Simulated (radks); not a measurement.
P I, 15 electrons, occupied as [Ne] 3p5 (not the ground configuration). Method: scalar-relativistic Kohn-Sham, r2SCAN, spin-unpolarised, spherical densities, finite nucleus; meta-GGA in the generalised Kohn-Sham scheme; Fermi nuclear charge, rms radius 3.1889 fm; computed with a radial shooting solver on a logarithmic mesh with Libxc functionals.

Local quantities along the radius. ELF = 1/(1 + alpha^2) is the electron localisation function; alpha = (tau - tau_W)/tau_unif compares the Pauli kinetic energy density with that of the uniform gas. tau is taken from the large components.

```
   r/bohr * ELF (the largest magnitude, 1, reaches the edge; | marks zero)
 0.004844 |                                                      *
 0.005505 |                                                      *
 0.006207 |                                                      *
 0.006999 |                                                      *
 0.007954 |                                                      *
 0.008968 |                                                      *
  0.01019 |                                                      *
  0.01149 |                                                      *
  0.01306 |                                                      *
  0.01473 |                                                      *
  0.01661 |                                                      *
  0.01887 |                                                      *
  0.02128 |                                                      *
  0.02418 |                                                      *
  0.02727 |                                                      *
  0.03074 |                                                      *
  0.03494 |                                                      *
   0.0394 |                                                      *
  0.04478 |                                                      *
  0.05049 |                                                      *
  0.05692 |                                                      *
   0.0647 |                                                     *
  0.07295 |                                                     *
  0.08291 |                                                   *
  0.09348 |                                                *
   0.1062 |                                         *
   0.1198 |                                *
   0.1351 |                      *
   0.1535 |              *
   0.1731 |           *
   0.1967 |            *
   0.2218 |                 *
   0.2501 |                         *
   0.2842 |                                 *
   0.3204 |                                        *
   0.3642 |                                            *
   0.4106 |                                              *
   0.4667 |                                              *
   0.5262 |                                              *
   0.5933 |                                            *
   0.6743 |                                       *
   0.7603 |                           *
   0.8641 |           *
   0.9743 |   *
    1.099 |  *
    1.249 |     *
    1.408 |               *
      1.6 |                           *
    1.804 |                                  *
    2.034 |                                    *
    2.312 |                                     *
    2.606 |                                    *
    2.962 |                                *
     3.34 |                            *
    3.796 |                    *
     4.28 |             *
    4.826 |      *
    5.485 |  *
    6.184 |*
    7.028 *
    7.925 *
```

On this mesh the ELF has minima near r = 0.17, 1.1 bohr, which separate the shells, and maxima near 0.47 (0.86), 2.3 (0.69).

Self-consistent cycle (total energy in hartree, residual of the potential): 1: -341.277031, 1e+00; 2: -341.323495, 1e+00; 3: -341.358299, 3e-02; 4: -341.358445, 7e-03; 5: -341.358472, 1e-03; 6: -341.358471, 3e-04; 7: -341.358471, 6e-05; 8: -341.358471, 8e-05; 9: -341.358471, 4e-05; 10: -341.358471, 3e-06; 11: -341.358471, 2e-06; 12: -341.358471, 5e-06; 13: -341.358471, 7e-07.
